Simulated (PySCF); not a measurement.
Gas-phase reaction: GaNH2 + NH ⇌ GaH3 + N2. Level: PBE0/def2-QZVP†; standard pressure 1 bar.

Method: PySCF energies plus ideal-gas RRHO corrections (1 bar). † marks an energy on the PBE0/def2-TZVP geometry and frequencies. Open shells (unrestricted): NH (multiplicity 3); the rest are closed-shell singlets. Ga: all electrons, no relativistic terms. GaNH2, GaH3: computed as isolated molecules; such fragments, hydroxides, amides, oligomers or adducts are transient or little studied in the gas. The harmonic model lacks anharmonicity and excited electronic states, which grow with temperature; levels with a mode under 35 cm⁻¹ are left out.

```
T (K)  1000/T (1/K)  log10 K
-----  ------------  -------
500          2.0000    27.94
600          1.6667        ?
800          1.2500    16.96
1000         1.0000    13.31
1200         0.8333    10.88
1400         0.7143     9.15
```

Question: Fit log10 K = a + b·(1000/T) to the five rows, get the mean ΔH° and ΔS°, and predict log10 K at 600 K.

Answer: Means: 1000/T = 1.1595, log10 K = 15.648. Sums of products about the means: Sxy = 15.27130, Sxx = 1.044680, so b = Sxy/Sxx = 14.62 and a = 15.648 − (14.62)×1.1595 = -1.30.
ΔH° = −R ln 10 × 1000 K × b = −19.145 × (14.62) = -280 kJ; ΔS° = R ln 10 × a = -25 J/K. The run's own values go from -280 kJ and -25 J/K at 500 K to -277 kJ and -23 J/K at 1400 K.
Prediction at 600 K: -1.30 + (14.62)×1.6667 = 23.07. The computed value is 23.06, 0.01 from the line.
For scale, ΔH°(298 K) is -279 kJ at this level, -313 kJ at ωB97M-V/def2-TZVP†, and runs from -361 to -202 kJ over the 20 levels computed.
